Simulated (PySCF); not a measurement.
A PySCF script (with the pyscf-properties extension) for the NMR shieldings of `COC1=C[C@@H](CN)[SiH2]C1`, C$_{6}$H$_{13}$NOSi, on a GFN2-xTB geometry:

```python
import basis_set_exchange as bse
import numpy as np
from pyscf import gto, dft
from pyscf.prop import nmr

atoms = """
C    -3.036262   -1.138758   -0.981451
O    -2.464521    0.139973   -1.083448
C    -1.282062    0.355209   -0.431721
C    -0.593719   -0.504085    0.311636
C     0.704085   -0.056860    0.925901
C     1.856127   -0.957577    0.470056
N     3.058902   -0.657351    1.228124
Si    0.865760    1.770797    0.381780
C    -0.758560    1.753235   -0.609437
H    -3.942330   -1.114674   -1.584933
H    -3.293580   -1.377595    0.055992
H    -2.360341   -1.909349   -1.367477
H    -0.906318   -1.521186    0.490736
H     0.646177   -0.159727    2.014611
H     1.604123   -2.005034    0.669525
H     1.987714   -0.849113   -0.621154
H     3.317076    0.315399    1.094488
H     3.831335   -1.230520    0.904732
H     2.024570    2.023437   -0.485402
H     0.865761    2.716228    1.500254
H    -0.634137    1.963536   -1.671929
H    -1.500212    2.463399   -0.243823
"""
names = dict.fromkeys(["C", "O", "N", "Si", "H"], "pcSseg-1")
basis = {el: gto.basis.parse(bse.get_basis(n, elements=[el], fmt="nwchem")) for el, n in names.items()}
mol = gto.M(atom=atoms, basis=basis, charge=0, verbose=0)
mf = dft.RKS(mol, xc="PBE0")
mf.grids.level = 2
mf.grids.alignment = dft.numint.BLKSIZE   # the property module wants whole blocks of grid points
mf.conv_tol = 1e-9
mf.kernel()

calc = nmr.RKS(mf)   # GIAO
C = mf.mo_coeff
Co = C[:, mf.mo_occ > 0]
resp = mf.gen_response(singlet=True, hermi=2)
def vind(x):   # induced exchange potential for any number of trial vectors
    d = np.einsum("pi,xij,qj->xpq", C, 2 * x.reshape(-1, C.shape[1], Co.shape[1]), Co, optimize=True)
    return np.einsum("xpq,pi,qj->xij", resp(d - d.transpose(0, 2, 1)), C, Co, optimize=True).ravel()
mo1, _ = nmr.rhf.solve_mo1(calc, with_cphf=vind)
sigma = calc.kernel(mo1)
for i, s in enumerate(sigma):   # ppm
    w = np.linalg.eigvalsh((s + s.T) / 2)
    print("%2d %-2s iso %8.1f  s11 %8.1f  s22 %8.1f  s33 %8.1f" % (i, mol.atom_pure_symbol(i), w.mean(), *w))
```

**Question.** What are the results?

**Answer.** 
```
 0 C  iso    130.0  s11    101.0  s22    109.2  s33    179.7
 1 O  iso    216.9  s11     99.3  s22    257.0  s33    294.4
 2 C  iso     19.0  s11    -77.0  s22     59.4  s33     74.5
 3 C  iso     83.5  s11      9.5  s22     95.6  s33    145.4
 4 C  iso    152.1  s11    131.4  s22    148.4  s33    176.4
 5 C  iso    133.2  s11    115.8  s22    127.3  s33    156.4
 6 N  iso    228.6  s11    186.4  s22    237.0  s33    262.4
 7 Si iso    382.7  s11    351.7  s22    369.5  s33    426.9
 8 C  iso    169.5  s11    144.7  s22    164.3  s33    199.5
 9 H  iso     27.7  s11     23.4  s22     25.8  s33     33.8
10 H  iso     28.2  s11     25.0  s22     25.6  s33     33.8
11 H  iso     28.2  s11     24.9  s22     26.2  s33     33.6
12 H  iso     27.3  s11     23.6  s22     27.9  s33     30.4
13 H  iso     29.2  s11     25.5  s22     27.7  s33     34.3
14 H  iso     28.6  s11     23.7  s22     29.3  s33     32.9
15 H  iso     28.7  s11     24.5  s22     29.4  s33     32.3
16 H  iso     31.5  s11     24.0  s22     32.1  s33     38.5
17 H  iso     30.9  s11     23.3  s22     27.4  s33     42.1
18 H  iso     27.6  s11     24.0  s22     26.4  s33     32.5
19 H  iso     27.3  s11     23.9  s22     25.0  s33     33.1
20 H  iso     29.8  s11     25.3  s22     28.0  s33     36.2
21 H  iso     29.9  s11     25.0  s22     28.0  s33     36.5
```

These numbers come from an equivalent density-fitted implementation of the same equations, which agrees with the script to about 0.01 ppm for H and up to a few tenths of a ppm for heavy atoms, so last digits may differ.

**Question.** Turn these shieldings into chemical shifts. Shifts are taken against calculated references (same method and geometry level): 13C (σref 186.93) and 29Si (σref 349.16) and 1H (σref 31.72) vs TMS; 17O (σref 336.08) vs H2O; 15N (σref 267.73) against NH3.

**Answer.** Averaging equivalent atoms: C 2: 167.9; C 3: 103.4; C 0: 57.0; C 5: 53.8; C 4: 34.9; C 8: 17.4; O 1: 119.2; N 6: 39.1; Si 7: -33.5; H 12: 4.42; H 19: 4.38; H 18: 4.07; H 9/10/11: 3.71; H 14: 3.07; H 15: 2.97; H 13: 2.55; H 20: 1.90; H 21: 1.86; H 16/17: 0.50 ppm. Experimental scales use liquid or dissolved standards, which lie at an offset from isolated NH3 (liquid NH3: subtract about 20 ppm) and H2O (liquid H2O: subtract about 36 ppm).

Size and cost of the density-fitted run: 225 basis functions, 94 s wall time on 1 thread of an Arm Neoverse N1, shared host; peak memory 1 GiB.
